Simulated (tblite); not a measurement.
C₄H₁₃NOSi.
Cartesian coordinates in Å at the GFN2-xTB level; atoms count from 1:
```
atom  x, y, z in Å
C1    -1.4686    1.8111    0.1582
C2    -0.3244    1.1486    0.9197
Si3    0.1360   -0.5772    0.2412
C4    -1.3586   -1.7406    0.1032
N5     1.4445   -1.1030    1.2568
O6     0.6714   -0.5471   -1.3014
C7     1.7720    0.1612   -1.7941
H8    -2.3793    1.2242    0.2504
H9    -1.6679    2.8107    0.5431
H10   -1.2274    1.8944   -0.8990
H11   -0.5953    1.0862    1.9737
H12    0.5536    1.7954    0.8695
H13   -2.1258   -1.3398   -0.5495
H14   -1.0654   -2.7061   -0.2957
H15   -1.8065   -1.9062    1.0776
H16    1.3165   -1.0986    2.2552
H17    1.9373   -1.9404    0.9868
H18    2.6581   -0.0210   -1.1831
H19    1.5682    1.2348   -1.8006
H20    1.9565   -0.1757   -2.8150
```

Computed values, GFN2-xTB/tblite, gas phase, harmonic and unscaled. The method is semi-empirical: single wavenumbers can be off by several per cent or more. One conformer, not necessarily the lowest.

Harmonic wavenumbers (cm⁻¹): 36.6, 76.5, 83.0, 93.0, 122.9, 147.1, 170.6, 188.8, 198.3, 237.0, 252.8, 327.7, 345.2, 555.1, 618.8, 710.3, 731.6, 769.5, 789.5, 814.9, 871.0, 892.2, 983.0, 1022.8, 1080.5, 1126.2, 1133.1, 1148.4, 1245.8, 1298.8, 1377.7, 1411.2, 1417.7, 1478.9, 1489.3, 1490.1, 1492.9, 1496.0, 1512.6, 1515.6, 1524.1, 2944.9, 2965.0, 2970.7, 2983.9, 2992.1, 3005.9, 3030.2, 3037.8, 3050.2, 3051.2, 3062.3, 3466.6, 3512.7.

A = 2131, B = 1724, C = 1431 MHz; mass 119.077 u (most abundant isotopes); point group C1, symmetry number 1.

Task: What is the zero-point energy?

Result: ½Σν̃ = 37175 cm⁻¹ = 106.29 kcal/mol.

Task: What is S at 298.15 K and 1 bar for an ideal gas of classical rigid rotors and harmonic oscillators?

Result: Translation 40.26, rotation 28.50, vibration 38.49: S = 107.3 cal/(mol K).

Task: And Cp and H(298.15 K) − H(0)?

Result: Cp = 41.76 cal/(mol K), of which vibrations give 33.81 (their classical limit is 54 R = 107.3); H(298.15 K) − H(0) = 8.11 kcal/mol without the zero-point energy, 5.74 from vibrations.

Task: Blend soft modes into free rotors: weight 1/[1 + (100 cm⁻¹/ν̃)⁴] for the oscillator and the rest for a rotor with moment μB/(μ + B), μ = h/(8π²ν), B = 10⁻⁴⁴ kg m². What vibrational entropy results?

Result: 35.23 cal/(mol K) in place of 38.49, which changes −T·S at 298.15 K by +0.97 kcal/mol.

Task: How do the functions run with temperature in this model?

Result: 
| T (K) | S (cal/(mol K)) | Cp (cal/(mol K)) | H − H(0) (kcal/mol) | G − H(0) (kcal/mol) | ln q(vib) |
| --- | --- | --- | --- | --- | --- |
| 100 | 72.9 | 23.9 | 1.56 | -5.72 | 2.57 |
| 200 | 92.4 | 33.1 | 4.44 | -14.05 | 6.34 |
| 300 | 107.5 | 41.9 | 8.19 | -24.07 | 9.74 |
| 500 | 133.0 | 58.6 | 18.30 | -48.19 | 15.83 |
| 800 | 164.6 | 76.0 | 38.70 | -93.00 | 23.95 |
| 1000 | 182.5 | 84.1 | 54.74 | -127.75 | 28.84 |

q(vib) and H(0) count from the zero-point level.

Task: What must be added to the electronic energy to get the Gibbs energy at 298.15 K and 1 bar?

Result: ZPE + [H(298.15 K) − H(0)] − T·S = 106.29 + 8.11 − 31.98 = 82.42 kcal/mol.

Task: Which modes carry the vibrational entropy at 298.15 K?

Result: 36.6 cm⁻¹: 5.44; 76.5 cm⁻¹: 3.98; 83.0 cm⁻¹: 3.82; 93.0 cm⁻¹: 3.60; 122.9 cm⁻¹: 3.05; 147.1 cm⁻¹: 2.71 cal/(mol K); the other 48 give 15.90 together.

Hindered rotation and anharmonicity are outside this model. Other conformers, if any are populated, would add a mixing term that is left out. The structure is chiral; the term R ln 2 for an equal mix with its mirror image is left out.
